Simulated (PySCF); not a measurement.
silene anion (CH4Si), SMILES [SiH2]=C (connectivity only; charge and spin as stated), charge -1, multiplicity 2. Atoms are numbered in the order given.

```xyz
6

C     -1.2051    -0.1165     0.0000
Si     0.6019     0.1292     0.0000
H     -1.7794     0.1047    -0.9116
H     -1.7794     0.1047     0.9116
H      1.1812    -0.6598     1.1866
H      1.1812    -0.6598    -1.1866
```
Charge -1, spin multiplicity 2.

Geometry optimised at PBE-D3(BJ)/def2-TZVPD. The multiplicity is an assumed one; other spin states were not compared.

These are B3LYP/pcH-1 (PySCF) values and carry that method's errors.

Unrestricted Kohn–Sham, ⟨S²⟩ = 0.757. Hyperfine tensors hold the contact and dipolar terms, without spin-orbit corrections.

Computed hyperfine couplings:
| nucleus | A(iso) (MHz) | A(iso) (G) | dipolar principal values (MHz) |
|---|---|---|---|
| 13C no. 1 | 54.8 | 19.6 | -52.0, -51.7, 103.6 |
| 29Si no. 2 | -210.6 | -75.1 | -60.8, 27.4, 33.4 |
| 1H no. 3 | -32.8 | -11.7 | -23.7, -0.9, 24.6 |
| 1H no. 4 | -32.8 | -11.7 | -23.7, -0.9, 24.6 |
| 1H no. 5 | 78.5 | 28.0 | -3.5, -0.2, 3.7 |
| 1H no. 6 | 78.5 | 28.0 | -3.5, -0.2, 3.7 |

Problem. And the g tensor (effective nuclear charges for spin-orbit coupling, GIAO)? (The exact figures need the calculation; the answer reports its results.)

Solution. principal values 2.0015, 2.0027, 2.0039; isotropic 2.0027.
